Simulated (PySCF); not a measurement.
Al(OH)3 (AlH3O3), SMILES [Al]([OH])([OH])[OH]. Heavy atoms are numbered as in [Al:1]([OH:2])([OH:4])[OH:6]. Hydrogens are named by the atom that carries them.

Geometry: B3LYP-D3(BJ)/def2-SVP. The isomer is the one that the SMILES or the coordinates give; other isomers of the formula were not compared. One conformer was computed; it need not be the lowest.

The numbers are results of B3LYP/pcSseg-1 in PySCF, not measurements.

GIAO shieldings, no solvent; atoms alike by connectivity are averaged. δ = σ(ref) − σ: ¹⁷O against H2O (σ = 333.8 ppm); ¹H against TMS (σ = 31.68 ppm), references at their B3LYP-D3(BJ)/def2-TZVP geometries, non-relativistic.

```tsv
nucleus	atoms	count	δ (ppm)
¹⁷O	O2 (OH)	3	2.5
¹H	H on O2	3	1.54
```
